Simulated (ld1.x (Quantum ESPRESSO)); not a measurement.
## selenium, TM: configuration errors across variants

* Element: Se
* Generator: ld1.x (Quantum ESPRESSO) 7.5
* Type: norm-conserving Troullier–Martins (Kleinman–Bylander form)
* Functional: PBEsol
* Relativity: scalar-relativistic
* Frozen core: [Ar] 3d10
* Valence charge: 6
* Reference configuration: 4s2 4p4
* Partial waves: 4s (bound): rc 1.30 bohr; 4p (bound): rc 1.65 bohr
* Local potential: all-electron potential smoothed inside 1.45 bohr (lloc = -2)
* Core correction: a·sin(br)/r model core inside 0.70 bohr

All-electron excitation energies from the reference (eV): (1) 4s2 4p3 10.850; (2) 4s2 4p2 31.217; (3) 4s2 4p1 62.118; (4) 4s1 4p5 10.888; (5) 4s2 4p0 104.328; (6) 4s2 4p4.3 -1.592; (7) 4s0 4p6 21.980.

1 further variants failed, have other tests or another functional or relativity, and are left out.

A true bound ghost makes a file unfit for plane-wave use even where its test errors are small: the radial tests pick states by their node count and pass the ghost by.

Errors AE − PS in meV (a dash: test not solved or not reliable):

```tsv
change	(1)	(2)	(3)	(4)	(5)	(6)	(7)	bound ghosts
base	-0.7	-3.8	-25	-7.1	-102	+0.3	-28	none
all radii but the core radius scaled by about 1.08 (s 1.40, p 1.78 bohr); local potential all-electron potential smoothed inside 1.56 bohr (lloc = -2)	-1.0	-5.6	-31	-6.4	-117	+0.3	-24	none
wave 4s (bound): rc 1.30 bohr becomes 4s (bound): rc 1.26 bohr	-0.6	-3.2	-22	-7.9	-94	+0.3	-32	none
local potential the p channel	-2.6	-16	-63	-8.2	-193	+0.3	-30	none
type PAW; waves now 4s (bound): rcut 1.15, rcutus 1.30 bohr; 4s channel at 1.75 Ry: rcut 1.15, rcutus 1.30 bohr; 4p (bound): rcut 1.45, rcutus 1.65 bohr; 4p channel at 0.75 Ry: rcut 1.45, rcutus 1.65 bohr; local potential all-electron potential smoothed inside 1.25 bohr (lloc = -1); augmentation PSQ, inside the norm-conserving radii	-4.6	-28	-105	-6.1	–	–	–	s
```

Q: Give the same row for: wave 4p (bound): rc 1.65 bohr becomes 4p (bound): rc 2.48 bohr.

A: -1.2, -13, -74, +3.3, -273, +0.4, +16; bound ghosts: none.
